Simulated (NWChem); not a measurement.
CH3BrSi, singlet; SMILES C[Si]Br

```xyz
6

Si    -0.7666     1.1357     0.0000
Br     0.0506    -0.9832     0.0000
C      0.8863     2.0714     0.0000
H      0.7256     3.1615     0.0000
H      1.4884     1.8000    -0.8851
H      1.4884     1.8000     0.8851
```
Atoms are numbered in this order, from 1.

Program: NWChem. Geometry optimised at PBE0/def2-SVP; all other runs use it. Low-valent species are run as closed-shell singlets; no triplet was tried in these runs. This build's default masses of Se (78.918 u) and Br (79.917 u) are each other's, which moves their modes by up to 0.6 %.

| quantity | level | value |
|---|---|---|
| −ε(HOMO) (eV) | PBE0/def2-SVP | 6.65 |
| cavity-dispersion-structure term (kcal/mol) in water | PBE0/def2-SVP, SMD | 0.9 |
| anisotropy (bohr³), static | PBE0/def2-SVPD | [?] |
| vertical, lowest state with f > 0.02, singlet (eV) | PBE0/def2-SVPD, TDA | 2.93 |
| dipole (D) | PBE0/def2-SVP | [?] |
| highest harmonic frequency (cm⁻¹) | PBE0/def2-SVP | [?] |

**Question.** Some entries are withheld; supply them.

**Answer.** 
- anisotropy (bohr³), static, value: 26.9
- dipole (D), value: 1.89
- highest harmonic frequency (cm⁻¹), value: 3155
